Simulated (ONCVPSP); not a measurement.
## Pseudopotential generation for La: ONCV, LDA (Perdew-Zunger), fully relativistic.

- Element: lanthanum
- Generator: ONCVPSP 4.0.1
- Type: optimised norm-conserving Vanderbilt (ONCV)
- Functional: LDA (Perdew-Zunger)
- Relativity: fully relativistic
- Frozen core: [Kr] 4d10
- Valence charge: 11
- Reference configuration: 5s2 5p6 5d1 (charge +2)
- Partial waves: 5s: rc 2.65 bohr, ncon 4, nbas 9, qcut 4.9 1/bohr, 2 projectors, debl 2.3 Ha; 5p: rc 1.95 bohr, ncon 4, nbas 8, qcut 3.9 1/bohr, 2 projectors, debl 2.5 Ha; 5d: rc 2.75 bohr, ncon 4, nbas 7, qcut 4.1 1/bohr, 2 projectors, debl 2.7 Ha; f scattering state at 0.03 Ha: rc 1.95 bohr, ncon 4, nbas 8, qcut 5.5 1/bohr, local
- Local potential: the f channel
- Core correction: Teter function, fcfact 4.25, rcfact 1.25

Open shells are filled in proportion to 2j + 1.

In the s channel the program set the typed energies aside and used -1.900, 0.050 Ha. In the f channel the program set the typed energies aside and used -0.632 Ha (j = l + 1/2; the other j can differ).

Question: Estimate the cutoffs (Ha) at which the residual kinetic energy of the hardest occupied pseudo-wave falls to 1 and 0.1 mHa per electron.

Answer: 28 Ha and 52 Ha. The cutoffs count occupied waves only; projector 1 of the f channel, the hardest unoccupied one, needs 74 Ha at the loose tolerance.

Question: What does a ghost test show?

Answer: Ghosts flagged at negative energy: s at -46.0 eV, s at -6.7 eV; GHOST(+) flagged for d5/2 at 122.6 eV, d3/2 at 122.9 eV. A true bound ghost makes a file unfit for plane-wave use.

Question: Which valence shell sets the plane-wave cutoff?

Answer: 5p: 28 Ha for 1 mHa per electron, against 7 Ha for 5s.

Its largest configuration-test error is +2.2 meV (5s2 5p6 5d0). 3 of 4 tests not solved or not reliable.
